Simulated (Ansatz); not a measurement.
Input:

```yaml
crystal:
  periodic: [false, false, false]
  atoms:
    - { symbol: C, position_ang: [0.025231, -2.163273, 0.348026] }
    - { symbol: C, position_ang: [-0.423283, -0.914589, 0.512394] }
    - { symbol: C, position_ang: [0.155786, 0.255307, -0.168414] }
    - { symbol: Si, position_ang: [1.618871, 0.065517, -1.366767] }
    - { symbol: "N", position_ang: [-0.248484, 1.468203, -0.038674] }
    - { symbol: C, position_ang: [-1.362479, 1.770042, 0.842471] }
    - { symbol: H, position_ang: [0.86102, -2.399455, -0.307845] }
    - { symbol: H, position_ang: [-0.429887, -3.002796, 0.865513] }
    - { symbol: H, position_ang: [-1.264458, -0.745016, 1.181948] }
    - { symbol: H, position_ang: [2.797492, -0.539408, -0.678542] }
    - { symbol: H, position_ang: [1.260774, -0.840541, -2.497846] }
    - { symbol: H, position_ang: [1.979534, 1.403508, -1.892435] }
    - { symbol: H, position_ang: [-2.290902, 1.288375, 0.506744] }
    - { symbol: H, position_ang: [-1.174571, 1.452994, 1.877156] }
    - { symbol: H, position_ang: [-1.526445, 2.850533, 0.845771] }
basis:
  gaussian: { orbitals: "6-31G*" }
hamiltonian:
  xc: pbe0
  dispersion: d4
neb:
  order_check: false
  images: 6
  f_tol: 0.05
  max_iterations: 60
  climbing: false
  final_atoms:
    - { symbol: C, position_ang: [0.23531167, -2.09795979, 0.58860266] }
    - { symbol: C, position_ang: [-0.32362797, -0.88420084, 0.6267196] }
    - { symbol: C, position_ang: [0.12246347, 0.24415303, -0.20638268] }
    - { symbol: Si, position_ang: [1.55339217, 0.04609849, -1.44196942] }
    - { symbol: "N", position_ang: [-0.38230203, 1.42611218, -0.19196166] }
    - { symbol: C, position_ang: [-1.48530438, 1.7313234, 0.70208329] }
    - { symbol: H, position_ang: [1.06828583, -2.33421483, -0.07059502] }
    - { symbol: H, position_ang: [-0.12113223, -2.90715518, 1.21877394] }
    - { symbol: H, position_ang: [-1.15487058, -0.71209601, 1.3078034] }
    - { symbol: H, position_ang: [1.24327423, -1.01274907, -2.44782292] }
    - { symbol: H, position_ang: [1.7698143, 1.34117134, -2.12921678] }
    - { symbol: H, position_ang: [2.80599763, -0.3687544, -0.74339156] }
    - { symbol: H, position_ang: [-2.37282462, 1.12175501, 0.48376418] }
    - { symbol: H, position_ang: [-1.22065294, 1.57419314, 1.75672438] }
    - { symbol: H, position_ang: [-1.75962556, 2.78172454, 0.57636858] }
  initial_path:
    images:
      - { positions_ang: [[0.025231, -2.163273, 0.348026], [-0.423283, -0.914589, 0.512394], [0.155786, 0.255307, -0.168414], [1.618871, 0.065517, -1.366767], [-0.248484, 1.468203, -0.038674], [-1.362479, 1.770042, 0.842471], [0.86102, -2.399455, -0.307845], [-0.429887, -3.002796, 0.865513], [-1.264458, -0.745016, 1.181948], [2.797492, -0.539408, -0.678542], [1.260774, -0.840541, -2.497846], [1.979534, 1.403508, -1.892435], [-2.290902, 1.288375, 0.506744], [-1.174571, 1.452994, 1.877156], [-1.526445, 2.850533, 0.845771]] }
      - { positions_ang: [[0.07951269, -2.17894127, 0.41503938], [-0.39833098, -0.92121005, 0.53734368], [0.13724568, 0.25212954, -0.18179426], [1.62709293, 0.07042458, -1.39151414], [-0.28122881, 1.45715163, -0.07787378], [-1.39393029, 1.76785714, 0.81017403], [0.90387653, -2.42504434, -0.2375827], [-0.37238006, -2.98082332, 0.96070648], [-1.23303948, -0.7388748, 1.22118787], [2.60221202, -0.75436732, -0.90747062], [1.2166249, -0.4775838, -2.58679925], [2.19150219, 1.29167926, -1.664847], [-2.32604829, 1.25825227, 0.49591751], [-1.18885679, 1.49604615, 1.85464346], [-1.58605325, 2.83270531, 0.78236932]] }
      - { positions_ang: [[0.13379438, -2.19460953, 0.48205277], [-0.37337895, -0.9278311, 0.56229336], [0.11870535, 0.24895208, -0.19517451], [1.63531485, 0.07533217, -1.41626128], [-0.31397363, 1.44610025, -0.11707357], [-1.42538159, 1.76567228, 0.77787707], [0.94673307, -2.45063367, -0.16732039], [-0.31487311, -2.95885065, 1.05589996], [-1.20162096, -0.7327336, 1.26042773], [2.40693205, -0.96932663, -1.13639923], [1.1724758, -0.11462659, -2.67575249], [2.40347038, 1.17985052, -1.437259], [-2.36119457, 1.22812954, 0.48509103], [-1.20314257, 1.5390983, 1.83213092], [-1.6456615, 2.81487762, 0.71896763]] }
      - { positions_ang: [[0.18807607, -2.2102778, 0.54906615], [-0.34842693, -0.93445214, 0.58724304], [0.10016503, 0.24577462, -0.20855477], [1.64353678, 0.08023975, -1.44100842], [-0.34671844, 1.43504888, -0.15627335], [-1.45683288, 1.76348742, 0.7455801], [0.9895896, -2.47622301, -0.09705809], [-0.25736617, -2.93687797, 1.15109345], [-1.17020244, -0.72659239, 1.2996676], [2.21165207, -1.18428595, -1.36532785], [1.1283267, 0.24833061, -2.76470574], [2.61543857, 1.06802178, -1.209671], [-2.39634086, 1.19800681, 0.47426454], [-1.21742836, 1.58215045, 1.80961839], [-1.70526975, 2.79704993, 0.65556595]] }
      - { positions_ang: [[0.2180876, -2.20094734, 0.58343425], [-0.33419049, -0.93011098, 0.60357527], [0.09540467, 0.24418119, -0.21397886], [1.63418266, 0.07746568, -1.45175162], [-0.3658353, 1.42903591, -0.17817159], [-1.47437936, 1.75795619, 0.72552471], [1.01919901, -2.46690298, -0.06316524], [-0.21325834, -2.923215, 1.20155929], [-1.1545471, -0.72188954, 1.31764694], [1.98962096, -1.2519061, -1.61808226], [1.20104675, 0.56000381, -2.71204442], [2.7335048, 0.81484144, -1.04552193], [-2.40804409, 1.17420395, 0.47098171], [-1.22401149, 1.59946461, 1.79241387], [-1.73858126, 2.78722015, 0.61707989]] }
      - { positions_ang: [[0.22382895, -2.16661816, 0.58515705], [-0.33066965, -0.9148076, 0.61129004], [0.10442427, 0.24417181, -0.2114468], [1.60725249, 0.06700995, -1.44849088], [-0.37132421, 1.42806133, -0.18276828], [-1.47802103, 1.74907859, 0.7177109], [1.03556128, -2.4226736, -0.06564183], [-0.18254964, -2.91786173, 1.20729751], [-1.15465492, -0.71862503, 1.31436576], [1.74083871, -1.17218709, -1.89466248], [1.39063593, 0.82039298, -2.51776854], [2.75766908, 0.42030949, -0.94481181], [-2.39630427, 1.15672097, 0.47524253], [-1.22289197, 1.59104079, 1.78051738], [-1.74559602, 2.78538828, 0.60350945]] }
      - { positions_ang: [[0.22957031, -2.13228897, 0.58687986], [-0.32714881, -0.89950422, 0.61900482], [0.11344387, 0.24416242, -0.20891474], [1.58032233, 0.05655422, -1.44523015], [-0.37681312, 1.42708675, -0.18736497], [-1.48166271, 1.740201, 0.7098971], [1.05192356, -2.37844422, -0.06811843], [-0.15184093, -2.91250845, 1.21303573], [-1.15476275, -0.71536052, 1.31108458], [1.49205647, -1.09246808, -2.1712427], [1.58022512, 1.08078216, -2.32349266], [2.78183336, 0.02577754, -0.84410169], [-2.38456445, 1.13923799, 0.47950336], [-1.22177245, 1.58261697, 1.76862088], [-1.75261079, 2.78355641, 0.58993902]] }
      - { positions_ang: [[0.23531167, -2.09795979, 0.58860266], [-0.32362797, -0.88420084, 0.6267196], [0.12246347, 0.24415303, -0.20638268], [1.55339217, 0.04609849, -1.44196942], [-0.38230203, 1.42611218, -0.19196166], [-1.48530438, 1.7313234, 0.70208329], [1.06828583, -2.33421483, -0.07059502], [-0.12113223, -2.90715518, 1.21877394], [-1.15487058, -0.71209601, 1.3078034], [1.24327423, -1.01274907, -2.44782292], [1.7698143, 1.34117134, -2.12921678], [2.80599763, -0.3687544, -0.74339156], [-2.37282462, 1.12175501, 0.48376418], [-1.22065294, 1.57419314, 1.75672438], [-1.75962556, 2.78172454, 0.57636858]] }
```

Command:

```bash
$ ansatz run input.yaml --threads 2 --pin off --max-ram 3072MiB --backend cpu --events-out ev --progress --plain --runs-dir out
```

Hardware: 2 threads of Arm Neoverse N1, with other jobs on the host.

Problem. Roughly how long does this run take, and how much memory?

Solution. 4.6 min, with a peak of 0.28 GiB, for 6 band iterations.
